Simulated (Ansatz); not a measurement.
Z-matrix (Å, degrees):
```
C
Cl 1 1.759
Cl 1 1.759 2 109.7
Br 1 1.945 2 109.3 3 -119.7
Cl 1 1.759 2 109.7 3 120.5
```

The species carries charge 0 and has multiplicity 1.

List the ωB97M-V/def2-TZVPP orbital energies in eV (Ansatz 0.2.0). (An estimate is asked.)

Ansatz gave: Occupied: -13157.61, -2773.04, -2773.04, -2773.04, -1709.93, -1538.16, -1538.05, -1538.05, -287.96, -263.41, -263.41, -263.41, -242.78, -200.96, -200.96, -200.96, -200.71, -200.71, -200.71, -200.71, -200.71, -200.71, -182.57, -182.21, -182.21, -75.92, -75.82, -75.82, -75.53, -75.53, -29.89, -26.66, -26.66, -25.29, -20.14, -16.41, -16.41, -16.09, -12.99, -12.99, -12.09, -12.09, -11.81, -11.33, -10.85, -10.85. Lowest empty: 0.32, 1.73, 2.27, 2.27, 4.90, 6.78, 7.41, 7.41.
